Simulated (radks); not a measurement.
Values are calculated unless marked as measured or tabulated.
Problem. Ionisation of the strontium ion Sr2+, [Kr], to Sr3+, [Ar] 3d10 4s2 4p5, under several functionals. Scalar-relativistic Kohn-Sham, spin-polarised, spherical densities, finite nucleus; open shells are filled with parallel spins first (spin-orbit coupling, left out, can overturn this in heavy ions); a radial shooting solver on a logarithmic mesh with Libxc functionals. The NIST Atomic Spectra Database gives 42.884 eV (measured). Rank these functionals by the error of their Delta-SCF ionisation energy: Wu-Cohen GGA; exchange-only B88; AM05; SCAN; LDA (Slater exchange, Perdew-Zunger correlation); exchange-only PBE; BP86.

Solution. From best to worst: AM05 42.988 eV (+0.104); Wu-Cohen GGA 43.024 eV (+0.140); BP86 43.101 eV (+0.217); LDA (Slater exchange, Perdew-Zunger correlation) 43.186 eV (+0.303); SCAN 43.530 eV (+0.646); exchange-only B88 41.749 eV (-1.134); exchange-only PBE 41.718 eV (-1.166). Open shells are spherical and high-spin; term and fine-structure splittings are not resolved.
